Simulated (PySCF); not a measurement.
Simulated Si 1s region for `C([SiH3])C([SiH3])C[SiH3]`, binding energy against the vacuum level.

Every computed line was given a Gaussian of 0.7 eV full width at half maximum and an area set by the number of equivalent atoms; the highest printed point is 100. The calculation used delta-SCF UKS SCAN, pcX-2 on the ionised atom, pcseg-1 elsewhere, spin-free X2C (PySCF 2.14.0).

(binding energy (eV), intensity): (1845.2, 0), (1845.3, 1), (1845.4, 2), (1845.5, 5), (1845.6, 11), (1845.7, 20), (1845.8, 35), (1845.9, 54), (1846.0, 74), (1846.1, 91), (1846.2, 100), (1846.3, 99), (1846.4, 87), (1846.5, 69), (1846.6, 49), (1846.7, 31), (1846.8, 17), (1846.9, 9), (1847.0, 4), (1847.1, 2), (1847.2, 1), (1847.3, 0)

Task: How many maxima does the curve show, and how many computed lines lie under it?

Result: The curve has 1 maximum (at 1846.2 eV). Under it lie 2 lines from 2 inequivalent silicon sites. At this width some lines have no maximum of their own.

Task: Decompose the envelope and assign each component. Numbering: `[SiH3:1][CH2:2][CH:3]([SiH3:4])[CH2:5][SiH3:6]`.

Result: 
```json
{"position (eV)": "1846.17", "relative area": "1", "line": "Si 1s", "atoms": "Si4", "environment": "SiH3 silicon"}
{"position (eV)": "1846.27", "relative area": "2", "line": "Si 1s", "atoms": "Si1/Si6", "environment": "SiH3 silicon"}
```

The 2 Si 1s values lie within 0.10 eV of each other; Gaussian lines of 0.5 eV full width would blend them into one maximum.

No satellites, vibrations or lifetime broadening are included. Topologically equivalent atoms share the value of their first member; where this conformer doesn't relate them by symmetry, their own values could differ. One conformer (not necessarily the lowest) at the PBE0-D3(BJ)/def2-SVP geometry, without solvent, vibrations or thermal averaging.

On one thread, Arm Neoverse V2 (aarch64), no GPU, shared host with 96 logical CPUs at a one-minute load of 44, this took 67 s wall and 0.75 GiB of memory at its peak.

Conformer computed: `[SiH3:1][CH2:2][CH:3]([SiH3:4])[CH2:5][SiH3:6]`: Si1–C2–C3–Si4 -175°, C2–C3–C5–Si6 60°.
